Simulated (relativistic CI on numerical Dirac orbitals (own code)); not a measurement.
Magnetism of Cr5+, 3d, in a crystal field

Calculated by Dirac-Coulomb-Breit CI, orbitals from a KLI potential per configuration, model QED, valence Slater integrals scaled by 0.85, one configuration in a parametric crystal field (own radial code).

Field parameters in Wybourne normalisation: Oh B⁴₀ = 21Dq, B⁴₄ = √(5/14) B⁴₀. The field is a parameter set, without covalency.

S is read from ⟨S²⟩ = S(S + 1).

Powder χT (cm³ K mol⁻¹) by Van Vleck's formula, with temperature-independent terms:

```tsv
Field	2 K	5 K	10 K	20 K	50 K	100 K	200 K	300 K
Oh, 10Dq = 5900 cm⁻¹	0.0117	0.0144	0.0189	0.0279	0.055	0.1	0.19	0.27
Oh, 10Dq = 10600 cm⁻¹	0.0051	0.0079	0.0126	0.0219	0.0498	0.0964	0.188	0.269
Oh, 10Dq = 15300 cm⁻¹	0.00347	0.00629	0.011	0.0204	0.0487	0.0957	0.188	0.269
Oh, 10Dq = 20000 cm⁻¹	0.00283	0.00567	0.0104	0.0199	0.0483	0.0956	0.189	0.27
Oh, 10Dq = 24700 cm⁻¹	0.00252	0.00537	0.0101	0.0196	0.0481	0.0957	0.189	0.27
Oh, 10Dq = 29400 cm⁻¹	0.00234	0.0052	0.00996	0.0195	0.0481	0.0957	0.189	0.27
Oh, 10Dq = 34100 cm⁻¹	0.00223	0.00509	0.00987	0.0194	0.048	0.0958	0.189	0.27
Oh, 10Dq = 38800 cm⁻¹	0.00216	0.00503	0.0098	0.0194	0.048	0.0958	0.19	0.27
```

(1) For Oh, 10Dq = 5900 cm⁻¹: what effective moment follows at 300 K?

Results:

(1) μ_eff = √(8χT) = 1.47 μB. The ground level has S = 0.50; the spin-only moment for S = 1/2 is 1.73 μB. The difference comes from the orbital moment, spin-orbit mixing of terms and temperature-independent paramagnetism, all larger in this ionic model than in covalent complexes.
